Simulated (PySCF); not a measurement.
¹⁷O chemical shifts

Theoretical values (PySCF 2.14): GFN2-xTB geometry, shieldings: GIAO PBE0/pcSseg-1. In vacuum, fast rotation and ring inversion assumed for equivalent nuclei, single conformer, non-relativistic.

Shieldings were converted by a linear fit to measured shifts: ¹⁷O: δ = 266.70 − 0.911σ (rms 10.7 ppm, 155 shifts, 12.2 ppm with the 3 outliers that the fit left out vs liquid water, solution or neat liquid). Occasional misses reach two or three times the rms, and more in compound classes unlike the fitted ones.

Q: Give the ¹⁷O shifts of `C=CC(N)=O`, `CC(=O)O[Si@@H](CF)N(C)C`, `C=CNC=O`.

A: 
```tsv
compound	environment	δ (ppm)
C=CC(N)=O	amide-type carbonyl oxygen	312.3
[CH3:1][C:2](=[O:3])[O:4][Si@@H:5]([CH2:6][F:7])[N:8]([CH3:9])[CH3:10]	O3: carbonyl oxygen	386.4
[CH3:1][C:2](=[O:3])[O:4][Si@@H:5]([CH2:6][F:7])[N:8]([CH3:9])[CH3:10]	O4: oxygen bonded to C, Si	159.1
C=CNC=O	amide-type carbonyl oxygen	361.1
```

Q: Order these by ¹⁷O shift, lowest first.
A. C#CCNC(=O)C=C
B. C/C=N\C=O
C. C=CNC=O

A: A (295.6 ppm, amide-type carbonyl oxygen), C (361.1 ppm, amide-type carbonyl oxygen), B (411.3 ppm, amide-type carbonyl oxygen).

In solution the two oxygens of a carboxylic acid give one averaged line by proton exchange, and hydrogen bonding shields acid and N–H amide carbonyl oxygens by tens of ppm; neither is in these numbers.
